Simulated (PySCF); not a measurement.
Ru(Cp)2, C10H10Ru, singlet (GFN2-xTB optimised geometry):

```
21

Ru    -0.020     0.017     0.000
C      1.008     1.986     0.000
C      1.745     1.087    -0.820
C      2.201     0.017     0.000
C      1.745     0.255     1.327
C      1.008     1.472     1.327
H      0.643     2.959    -0.300
H      2.035     1.262    -1.848
H      2.895    -0.757    -0.300
H      2.035    -0.308     2.204
H      0.643     1.989     2.205
C     -2.220    -0.124     0.273
C     -1.620    -1.310     0.782
C     -0.967    -1.970    -0.297
C     -1.163    -1.192    -1.472
C     -1.937    -0.051    -1.120
H     -2.895     0.525     0.815
H     -1.763    -1.714     1.775
H     -0.530    -2.959    -0.260
H     -0.900    -1.491    -2.478
H     -2.361     0.663    -1.814
```

Calculation: PBE0/def2-SVP, def2 effective core potentials past Kr (PySCF).

Task: What are the frontier orbital energies and the dipole moment?

Result: HOMO-2 -6.07 eV, HOMO-1 -5.81 eV, HOMO -5.81 eV, LUMO 0.16 eV, LUMO+1 0.16 eV; dipole moment 0.00 D.

On the same geometry PBE/def2-SVP, def2 effective core potentials past Kr (PySCF) gives HOMO-2 -4.59 eV, HOMO-1 -4.55 eV, HOMO -4.55 eV, LUMO -0.96 eV, LUMO+1 -0.96 eV; dipole moment 0.00 D.
